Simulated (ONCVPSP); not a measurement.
# Logarithmic derivatives: gold (Au), ONCV

```
Element                 : gold (Au)
Generator               : ONCVPSP 4.0.1
Type                    : optimised norm-conserving Vanderbilt (ONCV)
Functional              : PBEsol
Relativity              : fully relativistic
Frozen core             : [Kr] 4d10 4f14
Valence charge          : 19
Reference configuration : 5s2 5p6 5d10 6s1
Partial waves           : 5s+6s: rc 1.55 bohr, ncon 3, nbas 6, qcut 8.5 1/bohr, 2 projectors; 5p: rc 1.50 bohr, ncon 5, nbas 10, qcut 9 1/bohr, 2 projectors, debl 3.7 Ha; 5d: rc 1.75 bohr, ncon 4, nbas 8, qcut 8.6 1/bohr, 3 projectors, debl 3.9 Ha; f scattering state at 0.12 Ha: rc 1.40 bohr, ncon 4, nbas 7, qcut 7.8 1/bohr, local
Local potential         : the f channel
Core correction         : none
```

Open shells are filled in proportion to 2j + 1.

The phase is arctan(r·R′/R) of the radial function R(r), unwrapped; energies in Ha, scanned from -5 to 5 Ha. A pole is an energy at which the radial function vanishes at the test radius. The pseudo phase is shifted by a multiple of π to meet the all-electron one at the reference energy, and phase errors are pseudo minus all-electron; the curves can meet again beyond the range given. Levels narrower than the energy grid can be missing from the lists of poles.

```tsv
channel	radius (bohr)	reference energy (Ha)	poles, all-electron	poles, pseudo	unbroken range about the reference energy with phases within 0.05 rad	phase error 1 Ha above the reference energy (rad)
s	1.58	-0.21	-3.58	-4.85, -3.58	above -4.4	+0.003
p3/2	1.52	-2.03	-0.95	-0.95	below 3.4	-0.000
p1/2	1.52	-2.64	-1.90	-1.90	below 4.8	-0.000
d5/2	1.78	-0.23	0.86	0.86	the whole range	-0.000
d3/2	1.78	-0.29	0.71	0.71	the whole range	-0.000
f7/2	1.42	0.12	-2.85	none	-2.2 to 1.1	-0.053
f5/2	1.42	0.12	-3.00	none	-2.4 to 1.4	-0.020
```

Note: ghosts flagged at negative energy: s at -130.0 eV; GHOST(+) flagged for p3/2 at 137.8 eV, p1/2 at 180.5 eV. A true bound ghost makes a file unfit for plane-wave use.

Phases in the p3/2 channel:

| E (Ha) | all-electron | pseudo |
| --- | --- | --- |
| -4.96 | 1.172 | 1.171 |
| -4.48 | 1.098 | 1.097 |
| -4.00 | 0.972 | 0.970 |
| -3.52 | 0.711 | 0.709 |
| -3.04 | 0.070 | 0.068 |
| -2.56 | -0.819 | -0.819 |
| -2.08 | -1.248 | -1.248 |
| -1.60 | -1.436 | -1.436 |
| -1.12 | -1.542 | -1.542 |
| -0.64 | -1.615 | -1.615 |
| -0.16 | -1.673 | -1.673 |
| 0.32 | -1.726 | -1.726 |
| 0.80 | -1.781 | -1.781 |
| 1.28 | -1.843 | -1.844 |
| 1.76 | -1.924 | -1.923 |
| 2.24 | -2.037 | -2.037 |
| 2.72 | -2.217 | -2.221 |
| 3.20 | -2.536 | -2.560 |
| 3.68 | -3.078 | -3.170 |
| 4.16 | -3.667 | -3.832 |
| 4.64 | -4.040 | -4.266 |
